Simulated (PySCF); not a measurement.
SMILES Cl[Si](Cl)([CH][Si](Cl)(Cl)Cl)Cl (CHCl₆Si₂), doublet, B3LYP/def2-SVP optimised geometry.

```
10

Cl    -2.73     0.98     0.00
Si    -2.03    -0.97     0.00
Cl    -2.71    -1.91     1.71
Cl    -2.79    -1.95    -1.65
C     -0.19    -0.97     0.00
Si     1.00    -0.95    -1.41
Cl     0.22     0.01    -3.05
Cl     1.48    -2.89    -1.93
Cl     2.73     0.02    -0.82
H      0.27    -0.98     1.00
```

Density from PySCF 2.14.0 with unrestricted B3LYP/def2-TZVP at that geometry.

Minimum of the electron density along straight lines between bonded atoms, close to the bond critical point (lines longer than 1.1 times the sum of covalent radii, or with two minima, are not listed):

| bond | length / Å | ρ at the minimum / e bohr⁻³ | ∇²ρ there / e bohr⁻⁵ | position (fraction from the first atom) |
|---|---|---|---|---|
| Cl1–Si2 | 2.062 | 0.101 | 0.19 | 0.64 |
| Si2–Cl3 | 2.062 | 0.102 | 0.18 | 0.36 |
| Si2–Cl4 | 2.058 | 0.102 | 0.19 | 0.36 |
| Si2–C5 | 1.846 | 0.128 | 0.20 | 0.39 |
| C5–Si6 | 1.846 | 0.128 | 0.20 | 0.61 |
| Si6–Cl7 | 2.058 | 0.102 | 0.19 | 0.36 |
| Si6–Cl8 | 2.062 | 0.101 | 0.19 | 0.36 |
| Si6–Cl9 | 2.062 | 0.102 | 0.18 | 0.36 |
| C5–H10 | 1.100 | 0.271 | -0.91 | 0.65 |
